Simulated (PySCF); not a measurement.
How do the members of this family differ from one of them?

PySCF, PBE0/def2-SVPD, density fitting, gas phase; each molecule at its own PBE0-D3(BJ)/def2-SVP geometry, one conformer. Singlet excitations by full TDDFT with frozen cores, triplets by Tamm–Dancoff TDDFT and ionisation energies by ΔSCF, from the lowest of the holes tried. 

Torsions of the conformers computed, which needn't be the lowest (atom-mapped SMILES):
- `[CH3:1][O:2][SiH2:3][NH2:4]`: C1–O2–Si3–N4 175°, H–N4–Si3–O2 75°, H–N4–Si3–O2 -68°
- `[CH3:1][O:2][SiH2:3][CH:4]([CH3:5])[CH3:6]`: C1–O2–Si3–C4 180°, O2–Si3–C4–C5 62°
- `[CH3:1][O:2][SiH2:3][c:4]1[cH:5][cH:6][n:7][cH:8][cH:9]1`: C1–O2–Si3–C4 -179°, O2–Si3–C4–C5 79°
- `[CH3:1][O:2][SiH2:3][CH2:4][C:5]([F:6])([F:7])[F:8]`: C1–O2–Si3–C4 178°, O2–Si3–C4–C5 -179°, Si3–C4–C5–F6 60°
- `[CH3:1][O:2][SiH2:3][PH2:4]`: C1–O2–Si3–P4 57°, H–P4–Si3–O2 179°, H–P4–Si3–O2 85°
- `[CH3:1][O:2][SiH2:3][CH:4]=[O:5]`: C1–O2–Si3–C4 178°, O2–Si3–C4–O5 -178°

The conformers of `CO[SiH2]N1CCCC1` aren't listed.

Reference: `CO[SiH2]N`, with HOMO energy -7.85 eV, LUMO energy 0.50 eV, lowest singlet excitation 6.90 eV, lowest triplet excitation 6.50 eV, mean polarisability 52.9 au and vertical ionisation energy 9.89 eV.

Changes against it:

```
         molecule  Δ HOMO energy (eV)  Δ LUMO energy (eV)  Δ lowest singlet excitation (eV)  Δ lowest triplet excitation (eV)  Δ mean polarisability (au)  Δ vertical ionisation energy (eV)
  CO[SiH2]N1CCCC1               +1.52               +0.20                             -1.04                             -0.84                       +43.8                              -1.73
CO[SiH2]CC(F)(F)F               -0.54               -0.35                             +0.16                             +0.23                       +16.9                              +0.62
        CO[SiH2]P               +0.43               -0.43                             -0.68                             -1.03                       +19.6                              -0.49
      CO[SiH2]C=O               +0.65               -2.26                             -3.68                             -4.01                        +6.6                              -0.36
```

Rows whose labels were lost:

```
row  Δ HOMO energy (eV)  Δ LUMO energy (eV)  Δ lowest singlet excitation (eV)  Δ lowest triplet excitation (eV)  Δ mean polarisability (au)  Δ vertical ionisation energy (eV)
  P               +0.43               -1.88                             -2.44                             -2.70                       +52.7                              -0.60
  Q               -0.09               -0.02                             +0.12                             +0.21                       +28.8                              +0.11
```

Task: Which row belongs to which of `CO[SiH2]C(C)C` and `CO[SiH2]c1ccncc1`?

Result: P = `CO[SiH2]c1ccncc1` and Q = `CO[SiH2]C(C)C`. P and Q are told apart most clearly by the lowest triplet excitation (-2.70 against +0.21 eV).

Task: Which row has the smallest HOMO–LUMO gap and which the largest, and does the HOMO or the LUMO shift more there?

Result: Smallest, counted from the reference: `CO[SiH2]C=O`, -2.91 eV (HOMO +0.65, LUMO -2.26), the larger shift being that of the LUMO. Largest: `CO[SiH2]CC(F)(F)F`, +0.19 eV (HOMO -0.54, LUMO -0.35), the larger shift being that of the HOMO.
